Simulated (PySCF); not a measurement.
Telling isomers of C₅H₄F₄O₂ apart by NMR

- spin–spin couplings from B3LYP/pcJ-1 (spin–dipole term left out of most H,H and C,H couplings)
- PBE0-D3(BJ)/def2-SVP structure
- σ from GIAO-PBE0/pcSseg-1
- program: PySCF 2.14.0 with density-fitted response routines
- non-relativistic, one averaged value for each set of equivalent atoms, a single conformation, no solvent

References, each an isolated molecule treated in the same way: $^{1}$H and $^{13}$C against TMS. Multiplet labels drop J under 1 Hz and among equivalent protons, and merge close values. Unscaled 3J(H,H) run several per cent high. Vicinal couplings that depend on rotamer populations or ring flexing (ring, CH–CH, X–H and H–F types) are those of the one conformer. One-bond C–F couplings are unscaled and too large by tens of Hz. Shifts are as computed. Against solution values, carbons near 30 ppm lie about +2 ppm off and those near 130 ppm about +5 ppm. Of 1313 compounds with measured shifts, 239 miss one by over three times the rms of a fit or turn the order of signals round; such compounds aren't used in these exercises.

(1) Tabulate the signals of `O=C([C@@H]1OC[C@H]1F)C(F)(F)F`, `F/C=C/O/C=C(\F)OC(F)F`, `F[C@H]1C=C(OC(F)(F)F)CO1`, `C=C(OC(F)F)C(=O)C(F)F` and their relative energies.

(2) What is the quickest way to tell O=C([C@@H]1OC[C@H]1F)C(F)(F)F from F[C@H]1C=C(OC(F)(F)F)CO1?

(3) What is the quickest way to tell F/C=C/O/C=C(\F)OC(F)F from F[C@H]1C=C(OC(F)(F)F)CO1?

(4) What is the quickest way to tell F/C=C/O/C=C(\F)OC(F)F from C=C(OC(F)F)C(=O)C(F)F?

Results:

(1) 
```tsv
SMILES	carbon types	δC	δH	E rel. (kcal/mol)
O=C([C@@H]1OC[C@H]1F)C(F)(F)F	2×C 2×CH 1×CH2	198.7, 120.6, 91.7, 89.4, 79.1	5.26 (m, 1H), 5.14 (m, 1H), 4.94 (m, 1H), 4.88 (m, 1H)	21.5
F/C=C/O/C=C(\F)OC(F)F	1×C 4×CH	151.8, 149.3, 142.9, 124.1, 118.1	7.27 (dd, 1H), 6.75 (dd, 1H), 6.11 (t, 1H), 5.77 (d, 1H)	45.4
F[C@H]1C=C(OC(F)(F)F)CO1	2×C 2×CH 1×CH2	159.9, 126.7, 117.6, 106.7, 73.0	6.40 (ddd, 1H), 5.45 (qtd, 1H), 4.77 (m, 1H), 4.52 (ddd, 1H)	0.0
C=C(OC(F)F)C(=O)C(F)F	2×C 2×CH 1×CH2	188.6, 156.3, 119.8, 111.6, 110.7	6.29 (t, 1H), 6.19 (dt, 1H), 5.93 (t, 1H), 5.40 (d of quint, 1H)	14.2
```

Energies are electronic energies at PBE0/pcSseg-1 on these geometries, without zero-point or thermal terms, each for the one conformer computed, which needn't be the lowest.

(2) Both give the same number of carbon signals, with the same numbers of each carbon type, so the positions decide. The first has a ketone carbonyl carbon (C) at 198.7 ppm, the second an alkene carbon bearing oxygen (C) at 159.9 ppm. In the proton spectra the most deshielded non-exchanging signals are 5.26 (m, 1H) and 6.40 (ddd, J = 79.1, 4.6, 1.7 Hz, 1H).

(3) Both give the same number of carbon signals, but DEPT or the intensities differ. The first has a β carbon of an enol-ether or enamine type C=C (CH) at 149.3 ppm, the second an allylic sp3 CH2 bonded to O at 73.0 ppm. Their most deshielded carbons lie at 151.8 and 159.9 ppm. In the proton spectra the most deshielded non-exchanging signals are 7.27 (dd, J = 83.6, 10.5 Hz, 1H) and 6.40 (ddd, J = 79.1, 4.6, 1.7 Hz, 1H).

(4) Both give the same number of carbon signals, but DEPT or the intensities differ. The first has a β carbon of an enol-ether or enamine type C=C (CH) at 149.3 ppm, the second a β carbon of a C=C–C=O unit (CH2) at 110.7 ppm. Their most deshielded carbons lie at 151.8 and 188.6 ppm. In the proton spectra the most deshielded non-exchanging signals are 7.27 (dd, J = 83.6, 10.5 Hz, 1H) and 6.29 (t, J = 60.0 Hz, 1H).
